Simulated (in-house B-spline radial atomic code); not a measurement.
**Ionising Ir2+ with different functionals**

Computed with a B-spline radial code for spherical atoms: four-component Dirac-Coulomb Hamiltonian, Fermi nucleus of rms radius 5.4032 fm, spin-restricted, spherical fractional occupations for the functionals, and exact exchange of hybrids averaged over the configuration. The ionisation energy is the difference of two self-consistent energies, [Xe] 4f14 5d7 → [Xe] 4f14 5d6, without Breit or QED terms; ε is the level of the shell that loses the electron (mean over j). The electron is taken from both j subshells in proportion to 2j + 1, so the result is a j average, not the step between ground levels.

| method | rung | ΔSCF (eV) | -ε(5d) (eV) |
| --- | --- | --- | --- |
| BHandHLYP | global hybrid | ? | ? |
| PBE0 | global hybrid | 30.38 | 26.06 |
| HSE06 | range-separated hybrid | ? | ? |
| wB97X | range-separated hybrid | 30.18 | 28.50 |

Q: What does HSE06 give?

A: ΔSCF 30.37 eV, and -ε(5d) = 25.64 eV.

Q: What does BHandHLYP give?

A: ΔSCF 30.13 eV, and -ε(5d) = 27.63 eV.

Q: Among the functionals, which spreads more, the ΔSCF values or the orbital energies?

A: The orbital energies: ΔSCF values span about 0.25 eV and the orbital energies 2.86 eV; here energy differences depend much less on the functional than eigenvalues do.

Q: How do they compare with the NIST value?

A: NIST lists 28 eV ± 1.6 (tabulated theory, ground level to ground level). Errors run from +2.13 to +2.38 eV; all lie within about twice that uncertainty, so the table can't rank the methods.
